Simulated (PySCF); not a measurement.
**Computed properties of CH3O3Tc, SMILES [O]=[Tc](=[O])(=[O])[CH3], multiplicity 1**

Tc(O)3(Me) (CH₃O₃Tc), SMILES [CH3][Tc](=[O])(=[O])=[O], multiplicity 1. Geometry optimised at r2SCAN-D4/def2-SVP. The multiplicity is an assumed one; other spin states were not compared. The def2 effective core potentials stand for the cores of Tc; spin–orbit coupling is left out. Other conformers were not sampled. All values are computed for the isolated molecule unless a solvent is named; none is compared with measurement here.

**Structure.** The optimised structure has C3v symmetry. All 18 harmonic modes at r2SCAN-D4/def2-SVP (PySCF) are real, so it is a minimum. With heavy atoms numbered as in [Tc:1](=[O:2])(=[O:3])(=[O:4])[CH3:5], the shortest bond between them is Tc1–O2 at 1.680 Å and the longest Tc1–C5 at 2.061 Å.

**Vibrations.** The strongest infrared lines (harmonic, unscaled, degenerate partners summed) lie at 1024 cm⁻¹ (308 km/mol, O 79 %, Tc 21 %), 1016 cm⁻¹ (30 km/mol, O 95 %), 1390 cm⁻¹ (22 km/mol, H 95 %). The softest mode is at 168 cm⁻¹ and the zero-point energy is 28.5 kcal/mol.

**Electronic structure.** B3LYP/def2-TZVP (PySCF) places the frontier levels at -9.43 and -3.83 eV, a gap of 5.60 eV, and gives a dipole moment of 2.96 D and a mean polarisability of 57.0 bohr³. PBE/def2-TZVP (PySCF) at the same geometry gives -8.05 and -4.30 eV, so its gap is 1.85 eV narrower. An orbital gap is neither the optical nor the fundamental gap.

**Excitations.** TDDFT-PBE0/def2-SVPD (PySCF) has S1 at 3.94 eV (315 nm, f = 0.000, dark); the most intense of the 10 singlets computed lies at 5.45 eV (f = 0.04). Strengths of degenerate partners are summed. T1 (TDA) is at 3.48 eV. TDDFT-PBE/def2-SVPD (PySCF) puts S1 at 3.93 eV. No vertical singlet excitation falls in the visible range (under 3.1 eV).
